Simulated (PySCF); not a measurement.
Geometries of 3 isomers of C3H8OSeSi, from PBE0-D3(BJ)/def2-SVP geometry optimisation, gas phase in PySCF 2.14.0. One conformer each, no zero-point energy, no frequencies.

Question: Which isomer lies lowest at this level?
A.
```xyz
14
angstrom
O      2.021   -0.028    1.664
Si     1.065    0.626    0.469
Se     1.772    0.047   -1.637
C     -0.699    0.049    0.562
C     -1.223   -1.103   -0.265
C     -1.672    0.284   -0.570
H      2.160   -0.980    1.616
H      1.204    2.093    0.663
H      2.951    0.920   -1.545
H     -1.123    0.129    1.570
H     -1.929   -1.787    0.215
H     -0.545   -1.596   -0.971
H     -2.693    0.570   -0.304
H     -1.295    0.758   -1.481
```
B.
```xyz
14
angstrom
C     -2.738   -0.721    0.723
C     -1.602   -0.196    0.262
Se    -0.592    1.117    1.181
C      0.518    1.732   -0.327
O      1.810    1.246   -0.354
Si     2.291   -0.338   -0.087
H     -3.192   -0.397    1.664
H     -3.249   -1.508    0.163
H     -1.163   -0.537   -0.683
H      0.555    2.828   -0.237
H     -0.050    1.474   -1.238
H      1.371   -1.290   -0.785
H      2.350   -0.681    1.361
H      3.653   -0.422   -0.680
```
C.
```xyz
14
angstrom
Si    -1.710    1.496    0.415
O     -0.485    0.358    0.526
C      0.841    0.655    0.315
C      1.790   -0.498    0.623
C      2.944    0.282    1.254
Se     1.789    1.832    1.653
H     -1.755    2.075   -0.963
H     -1.464    2.599    1.393
H     -2.973    0.777    0.723
H      1.002    1.099   -0.684
H      1.294   -1.128    1.375
H      2.050   -1.129   -0.243
H      3.405   -0.171    2.141
H      3.729    0.570    0.540
```

Answer: A. That is `O[Si@@H]([SeH])C1CC1`, 34.4 kcal/mol below the next.

| SMILES | atoms numbered as above | E (Eh) | relative (kcal/mol) | relative (kJ/mol) | dipole (D) |
| --- | --- | --- | --- | --- | --- |
| O[Si@@H]([SeH])C1CC1 | [OH:1][Si@@H:2]([SeH:3])[CH:4]1[CH2:5][CH2:6]1 | -2884.30980 | 0.0 | 0.0 | 1.31 |
| [SiH3]O[C@@H]1CC[Se]1 | [SiH3:1][O:2][C@@H:3]1[CH2:4][CH2:5][Se:6]1 | -2884.25493 | 34.4 | 144.0 | 1.33 |
| C=C[Se]CO[SiH3] | [CH2:1]=[CH:2][Se:3][CH2:4][O:5][SiH3:6] | -2884.23207 | 48.8 | 204.1 | 1.14 |

As drawn, the lowest has a three-membered ring, an O–H bond and an Si–C bond, which the highest lacks; the highest has a C=C bond outside aromatic rings, which the lowest lacks.
